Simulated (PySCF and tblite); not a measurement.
Results of a calculation; reference values are marked as such.
C6H12Si, numbered as in [SiH3:1][C@@H:2]1[C@H:3]2[CH2:4][CH2:5][CH2:6][C@@H:7]12.

Search: ETKDG and KDG, MMFF94s, GFN2-xTB, 60 starts; geometries at GFN2-xTB. Energies: B3LYP-D3(BJ)/def2-SVP (IEF-PCM, acetonitrile), with GFN2-xTB thermal terms (modes under about 100 cm⁻¹ blended into free rotors). Symmetry numbers and mirror images are counted. Conformers within 3 kcal/mol (GFN2-xTB free energy) were kept, 10 at most. Programs: PySCF with density fitting and tblite.

The 5-ring runs over atoms 3–4–5–6–7.

```
conformer                                                 shape  symmetry  E(GFN2) kcal/mol
        1  5-ring envelope (ring torsions -28, 28, -17, 0, 17°)        Cs              1.80
        2  5-ring envelope (ring torsions 26, -26, 16, 0, -16°)        Cs              0.00
```

Q: Which of these conformers is the most populated at 298.15 K, and with what share?

A: Conformer 2, about 100 %.

Q: Give the DFT energies and free energies relative to the lowest, and all weights.

A: 
```json
{"conformer": "1", "shape": "5-ring envelope (ring torsions -28, 28, -17, 0, 17°)", "E(DFT) kcal/mol": "3.56", "G(298.15 K) kcal/mol": "3.42", "weight %": "0.3"}
{"conformer": "2", "shape": "5-ring envelope (ring torsions 26, -26, 16, 0, -16°)", "E(DFT) kcal/mol": "0.00", "G(298.15 K) kcal/mol": "0.00", "weight %": "99.7"}
```

Q: How does its share change from 180 K to 400 K?

A: From 100 % to 99 %; the mixing entropy goes from 0.00 to 0.14 cal/(mol K).
